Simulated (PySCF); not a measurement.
**A series of related molecules**

Computed, not measured: PySCF, TDDFT B3LYP/def2-SVPD circular dichroism and optical rotation, one conformer, gas phase. Geometry: GFN2-xTB.

Each molecule in one low-energy conformer. The parent is O[C@@H]1CC=C1[C@H](F)Cl.

The molecule is flexible and this is one conformer; a measurement averages over conformers.

Problem. How does the specific rotation at 589.3 nm (origin-invariant length gauge) change along this series?
- O[C@@H]1CC=C1[C@H](F)Cl (base)
- O[C@H]1CC=C1[C@H](F)Cl (diastereomer)

Solution. 
```
               molecule  [α]589 (deg dm⁻¹ (g/mL)⁻¹)  S1 (eV)  R(S1), velocity form (10⁻⁴⁰ esu² cm²)
O[C@@H]1CC=C1[C@H](F)Cl                      +187.8     5.47                                  +10.8
 O[C@H]1CC=C1[C@H](F)Cl                       +93.2     5.52                                   -6.9
```
The specific rotation at 589.3 nm (origin-invariant length gauge) is lowest for O[C@H]1CC=C1[C@H](F)Cl and highest for O[C@@H]1CC=C1[C@H](F)Cl.
